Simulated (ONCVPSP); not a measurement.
**Configuration tests for niobium (Nb) (ONCV)**

- Element: Nb (Z = 41)
- Generator: ONCVPSP 4.0.1
- Type: optimised norm-conserving Vanderbilt (ONCV)
- Functional: Wu-Cohen
- Relativity: scalar-relativistic
- Frozen core: [Ar] 3d10
- Valence charge: 13
- Reference configuration: 4s2 4p6 4d3 5s2
- Partial waves: 4s+5s: rc 1.75 bohr, ncon 3, nbas 6, qcut 6.6 1/bohr, 3 projectors, debl 2.6 Ha; 4p: rc 1.60 bohr, ncon 3, nbas 6, qcut 10.4 1/bohr, 2 projectors, debl 1.6 Ha; 4d: rc 1.60 bohr, ncon 4, nbas 9, qcut 6 1/bohr, 1 projector
- Local potential: polynomial inside 1.30 bohr (lpopt 5, dvloc0 3 Ha)
- Core correction: Teter function, fcfact 2.25, rcfact 1.75

Energies are relative to the spin-unpolarised reference configuration 4s2 4p6 4d3 5s2; without spin polarisation the order of configurations can differ from experiment.

(1) Give the all-electron excitation energy and the error of the potential for: 4s2 4p6 4d4 5s1; 4s2 4p6 4d4 5s0; 4s2 4p6 4d3 5s0; 4s2 4p6 4d1 5s0.

Levels in the configuration 4s2 4p6 4d3 5s0:

| level | all-electron (eV) | pseudo (eV) |
| --- | --- | --- |
| 4s | -75.866 | -75.919 |
| 4p | -51.849 | -51.867 |
| 4d | -19.072 | -19.072 |

Results:

(1)

```tsv
valence configuration	charge	ΔE all-electron (eV)	error AE − PS (meV)
4s2 4p6 4d4 5s1	0	0.549	-8.0
4s2 4p6 4d4 5s0	+1	7.185	-15
4s2 4p6 4d3 5s0	+2	21.202	-8.8
4s2 4p6 4d1 5s0	+4	82.772	-15
```
